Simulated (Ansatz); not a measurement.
`[SiH3]N1BC1` → `B1CN1` + `[SiH2]` at 700 K and 1 bar (silylene loss).

Isolated molecules relaxed with PBE0-D4/def2-TZVP in Ansatz; ΔE leaves out vibrations. CCSD(T)/CBS adds triple-zeta CCSD(T) − MP2 to the extrapolated MP2 energy (def2 sets, frozen cores). This one scheme is used for every species.

```csv
species,CCSD(T)/CBS energy (Eh),H − E (kJ/mol),S (J/(mol·K))
`[SiH3]N1BC1`,-410.22623,251.4,415.1
`B1CN1`,-119.91915,185.9,321.1
`[SiH2]`,-290.19011,56.3,240.4
```

H − E and S are ideal-gas, rigid-rotor, harmonic terms from PBE0-D4/def2-TZVP. 1 Eh = 2625.50 kJ/mol, R = 8.31446 J/(mol·K).

Problem. By hand: ΔE, ΔH, ΔS and ΔG.

Solution. ΔE = (-119.91915) + (-290.19011) − (-410.22623) = 0.11697 Eh = 307.1 kJ/mol. Δ(H − E) = 185.9 + 56.3 − 251.4 = -9.2, so ΔH = 297.9 kJ/mol. ΔS = 321.1 + 240.4 − 415.1 = 146.4 J/(mol·K). ΔG = 297.9 − 700 × (146.4)/1000 = 195.4 kJ/mol.

Problem. By hand: the equilibrium constant, and the temperature at which ΔG would vanish if ΔH and ΔS stayed fixed.

Solution. log₁₀ K = −ΔG/(RT ln 10) = -14.6. ΔG = 0 at ΔH/ΔS = 2035 K.

The number of gas molecules changes by +1, which sets the sign of ΔS. A doubt of 5 kJ/mol in ΔE shifts log₁₀ K by 0.4 here. These are equilibria of isolated gas molecules and say nothing of rates. Largest T1 diagnostic: 0.014 (customary marks: 0.02 for closed shells, 0.045 for open ones).
